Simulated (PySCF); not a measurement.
Compound: [Rh(H2O)6]3+ (charge +3 and singlet state).
Bonds: Rh1–O2, Rh1–O5, Rh1–O8, Rh1–O11, Rh1–O14, Rh1–O17. Hydrogens: H3, H4 on O2; H6, H7 on O5; H9, H10 on O8; H12, H13 on O11; H15, H16 on O14; H18, H19 on O17.
The ion is multiply charged and has no counter-ions or solvent.

Computed by this run: PySCF, PBE0-D3(BJ)/def2-SVP geometry optimisation, gas phase, def2 core potentials past Kr; density fitting, grid level 1; the optimiser is geomeTRIC in internal coordinates, started from a GFN2-xTB structure with every atom displaced at random (about 0.03 Å).

Geometry at step 0:
```
atom  x, y, z in Å
Rh1     0.0426   -0.0828    0.0221
O2     -0.0721    0.0881    2.0330
H3     -0.2609    0.9788    2.3927
H4      0.7433   -0.3182    2.5521
O5     -0.1517   -0.1968   -2.0612
H6      0.0175   -1.0310   -2.4365
H7      0.1464    0.5041   -2.6610
O8      2.0812   -0.0123    0.0476
H9      2.4971    0.6468    0.6607
H10     2.5497   -0.1606   -0.7162
O11    -2.0769    0.0491    0.0237
H12    -2.5333   -0.2537    0.7893
H13    -2.5881   -0.2167   -0.8363
O14    -0.1767    2.0432    0.0523
H15    -1.0451    2.3578   -0.0245
H16     0.4358    2.6408   -0.5006
O17     0.0780   -2.0147    0.0103
H18    -0.6597   -2.5445    0.4634
H19     0.9102   -2.4838    0.2736
```

Question: What forces act on the atoms?

Answer: 
```csv
atom,Fx (eV/Å),Fy (eV/Å),Fz (eV/Å)
Rh1,-1.990,3.221,-0.748
O2,2.474,-1.525,1.017
H3,0.116,0.063,0.158
H4,-2.304,1.167,-0.853
O5,-0.309,1.947,2.078
H6,0.427,-2.329,-1.366
H7,0.058,0.134,-0.337
O8,-2.647,0.940,4.167
H9,0.204,-0.550,-0.788
H10,2.587,-0.455,-3.353
O11,1.099,-0.151,-3.372
H12,-1.261,-0.656,1.445
H13,0.944,0.545,1.994
O14,4.286,-0.886,-0.882
H15,-2.749,1.087,-0.324
H16,-1.227,-0.832,1.095
O17,-0.334,-2.607,1.069
H18,0.922,0.740,-0.740
H19,-0.298,0.147,-0.260
```

The largest, 5.02 eV/Å, acts on O8; the rms over all components is 1.655 eV/Å. The forces sum to zero within rounding, as they must for an isolated molecule in no field.

Question: Give the force on O8 in Eh/bohr and in nN.

Answer: 5.025 eV/Å ÷ 51.422 = 0.09772 Eh/bohr, and 5.025 eV/Å × 1.602 = 8.05 nN.

Question: How far is this geometry from the end of the optimisation?

Answer: 0.978 eV above it, and 0.220 Å rms away after alignment. The bonds farthest from their final lengths, with half the difference of the two atoms' forces along the bond (positive lengthens):

| bond | now (Å) | final (Å) | force along bond (eV/Å) |
| --- | --- | --- | --- |
| Rh1–O14 | 2.137 | 2.034 | -2.37 |
| Rh1–O17 | 1.932 | 2.035 | +2.92 |
| Rh1–O11 | 2.124 | 2.030 | -1.65 |
| O2–H4 | 1.049 | 0.976 | -2.84 |
| O8–H10 | 0.908 | 0.977 | +4.63 |
| Rh1–O5 | 2.095 | 2.031 | -1.45 |

The angle farthest from its final value is Rh1–O2–H4, 114.6° against 125.8°.

Of the 6 listed bonds off by 0.010 Å or more, this force points towards the final length in 6.

The cost below is that of the whole optimisation. Time: 5.7 min; peak memory 0.76 GiB. Hardware: Intel Xeon Platinum 8488C, one thread, no GPU, shared host.
